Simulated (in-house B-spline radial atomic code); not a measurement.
# Cl IX (Cl8+): [He] 2s2 2p5

Level of theory: Dirac-Kohn-Sham LDA VWN5, spherical fractional occupations, Fermi nucleus of rms radius 3.3654 fm; calculated with a B-spline radial code for spherical atoms.

Effective charges: Z_r = [3n² - l(l+1)]/(2<r>) from the radius, Z_e = n√(-2ε) from the energy, and Slater's rules. Values are occupation-weighted means over j.

```
shell  electrons   ε (eV)  <r> (bohr)    Z_r    Z_e  Slater
   1s          2  -2951.3      0.0911  16.46  14.73   16.70
   2s          2  -433.82      0.4301  13.95  11.29   13.20
   2p          5  -377.28      0.3865  12.94  10.53   13.20
```

The least bound orbital is 2p3/2 at -376.7 eV, while the most diffuse is 2s1/2 (<r> = 0.4301 bohr against 0.3872 bohr): energy order and size order differ.

Spin-orbit splittings of the orbital energies (j = l + 1/2 above j = l - 1/2 when positive): 2p 1.871 eV.

For the 1s electron the small component carries 0.365 % of the norm, the zero-frequency Breit interaction raises the level by 2.06 eV, self-energy by 0.943 eV, and vacuum polarisation lowers it by 0.06421 eV.

The density falls to 0.001 bohr⁻³ at 1.347 bohr; Σ<r²> = 1.3797 bohr² gives, by the non-relativistic formula and without the paramagnetism of open shells, a Langevin diamagnetic susceptibility of -1.093×10⁻⁶ cm³/mol.
